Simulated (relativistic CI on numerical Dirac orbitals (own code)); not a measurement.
# Slater and spin-orbit integrals, Ru²⁹⁺

Computed by Dirac-Coulomb-Breit CI, KLI orbitals optimised for each configuration, QED by a radiative potential, unscaled Slater integrals (own radial code, finite nucleus).

Slater integrals F^k, G^k are unscaled and averaged over j, outside the closed core [Ne]; ζ comes from projecting the Hamiltonian with its Breit term on Σ l·s of the shell.

- 3s²3p³: F^2(3p,3p) = 287120, ζ(3p) = 164350 cm⁻¹; <r>(3p) = 0.3456, <r^2>(3p) = 0.1377 (bohr units).
- 3s3p⁴: F^2(3p,3p) = 286900, G^1(3s,3p) = 362700, ζ(3p) = 164250 cm⁻¹; <r>(3s) = 0.3559, <r^2>(3s) = 0.1441, <r>(3p) = 0.3458, <r^2>(3p) = 0.1379 (bohr units).
- 3s²3p²3d: F^2(3p,3p) = 286760, ζ(3p) = 164090, F^2(3p,3d) = 288000, G^1(3p,3d) = 305730, G^3(3p,3d) = 205070, ζ(3d) = 20440 cm⁻¹; <r>(3p) = 0.346, <r^2>(3p) = 0.138, <r>(3d) = 0.3075, <r^2>(3d) = 0.1093 (bohr units).

Averages of the first 10 configurations, taken without configuration mixing, which lowers the lowest level and can move excited configurations by several eV; other configurations of the list can lie among them:

```csv
Configuration,Parity,States,Average energy above the lowest level (eV)
3s²3p³,odd,20,37.0
3s3p⁴,even,30,145.4
3s²3p²3d,even,150,171.9
3p⁵,odd,6,266.1
3s3p³3d,odd,400,274.9
3p⁴3d,even,150,390.3
3s3p²3d²,even,1350,409.0
3s²3p3d4p,even,360,952.6
3p⁴4s,even,30,996.1
3s3p²3d4s,even,600,1008.0
```
